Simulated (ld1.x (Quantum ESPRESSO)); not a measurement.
**An all-electron radial function and its pseudo partner (palladium)**

Columns: radius, all-electron u(r) and pseudo u(r) of the 4s shell (level -90.64 eV) of palladium in the configuration [Ar] 3d10 4s2 4p6 4d9.5 5s0 5p0; PBE, scalar-relativistic, RRKJ scheme, ld1.x (Quantum ESPRESSO) 7.5.

| r (bohr) | all-electron | pseudo |
| --- | --- | --- |
| 0.100 | -0.4247 | -0.0482 |
| 0.200 | 0.3379 | -0.1294 |
| 0.300 | 0.6577 | -0.2642 |
| 0.400 | 0.2927 | -0.4522 |
| 0.500 | -0.2777 | -0.6720 |
| 0.600 | -0.7579 | -0.8873 |
| 0.700 | -1.0577 | -1.0591 |
| 0.800 | -1.1873 | -1.1577 |
| 0.900 | -1.1908 | -1.1721 |
| 1.000 | -1.1150 | -1.1114 |
| 1.100 | -0.9979 | -0.9998 |
| 1.200 | -0.8655 | -0.8664 |
| 1.300 | -0.7340 | -0.7340 |
| 1.400 | -0.6123 | -0.6123 |
| 1.500 | -0.5044 | -0.5044 |
| 1.600 | -0.4116 | -0.4116 |
| 1.700 | -0.3333 | -0.3333 |
| 1.800 | -0.2683 | -0.2683 |
| 1.900 | -0.2150 | -0.2150 |
| 2.000 | -0.1715 | -0.1715 |
| 2.100 | -0.1365 | -0.1365 |
| 2.200 | -0.1082 | -0.1082 |
| 2.300 | -0.0856 | -0.0856 |
| 2.400 | -0.0677 | -0.0677 |
| 2.500 | -0.0533 | -0.0533 |
| 2.600 | -0.0420 | -0.0420 |

Problem. How many radial nodes do the two functions have?

Solution. The all-electron 4s function has n − l − 1 = 3 (the table is too coarse to show those close to the nucleus); the pseudo-wave has 0, since the states of the same l below it are removed with the core.

Problem. At about which radius was the pseudo-wave matched?

Solution. 1.30 bohr, where the columns begin to agree (steps of 0.10 bohr).

Problem. Where does each function peak?

Solution. Outermost all-electron maximum near 0.90 bohr, pseudo maximum near 0.90 bohr (to the table’s step).

Problem. Is the pseudo-wave norm-conserving?

Solution. Yes: the RRKJ scheme keeps the norm inside the radius equal to the all-electron one, which fixes the energy derivative of the logarithmic derivative at the level.
